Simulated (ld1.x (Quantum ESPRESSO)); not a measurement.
**An all-electron radial function and its pseudo partner (P (Z = 15))**

Columns: radius, all-electron u(r) and pseudo u(r) of the 3p shell (level -5.51 eV) of phosphorus in the configuration [Ne] 3s2 3p3; PBE, scalar-relativistic, RRKJ scheme, ld1.x (Quantum ESPRESSO) 7.5.

```tsv
r (bohr)	all-electron	pseudo
0.072	0.0827	-0.0030
0.145	0.2008	-0.0121
0.217	0.2747	-0.0269
0.290	0.2967	-0.0472
0.362	0.2754	-0.0722
0.435	0.2232	-0.1019
0.507	0.1527	-0.1349
0.580	0.0709	-0.1715
0.652	-0.0136	-0.2101
0.725	-0.0988	-0.2512
0.798	-0.1806	-0.2938
0.870	-0.2560	-0.3366
0.942	-0.3252	-0.3795
1.015	-0.3885	-0.4226
1.088	-0.4448	-0.4644
1.160	-0.4938	-0.5038
1.232	-0.5363	-0.5404
1.305	-0.5730	-0.5742
1.378	-0.6035	-0.6036
1.450	-0.6279	-0.6279
1.522	-0.6471	-0.6471
1.595	-0.6616	-0.6616
1.668	-0.6717	-0.6717
1.740	-0.6777	-0.6777
1.812	-0.6803	-0.6803
1.885	-0.6797	-0.6797
```

Question: How many radial nodes do the two functions have?

Answer: The all-electron 3p function has n − l − 1 = 1; the pseudo-wave has 0, since the states of the same l below it are removed with the core.

Question: At about which radius was the pseudo-wave matched?

Answer: 1.45 bohr, where the columns begin to agree (steps of 0.07 bohr).

Question: Is the pseudo-wave norm-conserving?

Answer: Yes: the RRKJ scheme keeps the norm inside the radius equal to the all-electron one, which fixes the energy derivative of the logarithmic derivative at the level.
